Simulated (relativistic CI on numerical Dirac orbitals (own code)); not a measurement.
Re⁴⁶⁺: sensitivity of the levels to the model

Base calculation: Dirac-Coulomb-Breit CI, KLI orbitals optimised for each configuration, a model potential for QED, unscaled Slater integrals.

CI space (outside the closed core [Ar]): 3d10.4s, 3d10.4p, 3d10.4d, 3d10.4f, 3d10.5s, 3d10.5p, 3d10.5d, 3d10.5f, 3d10.5g, 3d9.4p2, 3d10.6s, 3d10.6p, 3d8.4s.4p2, 3d10.6d, 3d9.4s2, 3d9.4p.4d. Levels of other configurations are missing.

The lowest level and the first level of each name with at least 55 % of one term (blank where a level has no safe partner in the second run):

| Level | Base (eV) | Shift (eV) |
| --- | --- | --- |
| 3d10.4s 2S_1/2 | 0.00 | 0.00 |
| 3d10.4p 2P°_1/2 | 100.11 | -13.13 |
| 3d10.4p 2P°_3/2 | 208.82 | -121.84 |
| 3d10.4d 2D_3/2 | 362.77 | -128.36 |
| 3d10.4d 2D_5/2 | 385.87 | -151.46 |
| 3d10.4f 2F°_5/2 | 550.27 | -150.68 |
| 3d10.4f 2F°_7/2 | 556.14 | -156.55 |
| 3d10.5s 2S_1/2 | 1006.08 | -79.63 |
| 3d10.5p 2P°_1/2 | 1054.68 | -85.29 |
| 3d10.5p 2P°_3/2 | 1105.80 | -136.41 |
| 3d10.5d 2D_3/2 | 1179.30 | -139.28 |
| 3d10.5d 2D_5/2 | 1190.49 | -150.47 |
| 3d10.5f 2F°_5/2 | 1263.47 | -150.05 |
| 3d10.5f 2F°_7/2 | 1266.87 | -153.46 |

At this charge energies of transitions that change n are usually good to better than 1 %, and those within a shell (Δn = 0) to a few per cent.

Task: One thing was changed in a second run, which moved the levels as shown. Which?
A. configuration mixing switched off
B. Breit term removed
C. QED terms removed
D. one mean potential for all configurations
E. non-relativistic limit

Result: E. Non-relativistic limit. Without relativity the fine structure collapses and s electrons lose their extra binding.

LS names give the leading component of a level, which can be under half, so a name can repeat, a term be missing and a line seem to break the LS rules.
